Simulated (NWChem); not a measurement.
Species: SnNH5; SMILES [NH2][SnH3]

Program: NWChem. Coordinates come from a PBE0/def2-SVP optimisation. def2 effective core potentials on Sn; no spin-orbit coupling. Ions are spin-unrestricted doublets at the neutral geometry; other ion states weren't tried.

Task: Order these by “vertical ionisation energy, ΔSCF (eV)”, lowest first: B3LYP/def2-TZVP; PBE/def2-TZVP; M06-2X/def2-TZVP.

Result: PBE/def2-TZVP (9.32), B3LYP/def2-TZVP (9.48), M06-2X/def2-TZVP (9.64)
